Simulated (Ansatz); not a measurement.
`[F][GeH2][AlH2]` → `[F][AlH2]` + `[GeH2]` at 500 K and 1 bar (germylene formation by 1,1-elimination).

Calculated with Ansatz (gas phase, PBE0-D4/def2-TZVP geometries, no zero-point term in ΔE). CCSD(T)/CBS adds triple-zeta CCSD(T) − MP2 to the extrapolated MP2 energy (def2 sets, frozen cores). This one scheme is used for every species. For Ge outer-core shells are correlated without core-valence functions, which leaves a few kJ/mol of doubt a bond. Scalar relativity is left out up to krypton.

```csv
species,CCSD(T)/CBS energy (Eh),H − E (kJ/mol),S (J/(mol·K))
`[F][GeH2][AlH2]`,-2420.33314,120.5,381.8
`[F][AlH2]`,-343.06661,62.3,268.8
`[GeH2]`,-2077.24753,46.3,239.7
```

H − E and S are ideal-gas, rigid-rotor, harmonic terms from PBE0-D4/def2-TZVP. 1 Eh = 2625.50 kJ/mol, R = 8.31446 J/(mol·K).

By hand: ΔE, ΔH, ΔS and ΔG.

ΔE = (-343.06661) + (-2077.24753) − (-2420.33314) = 0.01900 Eh = 49.9 kJ/mol. Δ(H − E) = 62.3 + 46.3 − 120.5 = -11.9, so ΔH = 38.0 kJ/mol. ΔS = 268.8 + 239.7 − 381.8 = 126.7 J/(mol·K). ΔG = 38.0 − 500 × (126.7)/1000 = -25.4 kJ/mol.

By hand: the equilibrium constant, and the temperature at which ΔG would vanish if ΔH and ΔS stayed fixed.

log₁₀ K = −ΔG/(RT ln 10) = 2.7. ΔG = 0 at ΔH/ΔS = 300 K.

The number of gas molecules changes by +1, which sets the sign of ΔS. A doubt of 5 kJ/mol in ΔE shifts log₁₀ K by 0.5 here. These are equilibria of isolated gas molecules and say nothing of rates. Largest T1 diagnostic: 0.012 (customary marks: 0.02 for closed shells, 0.045 for open ones).
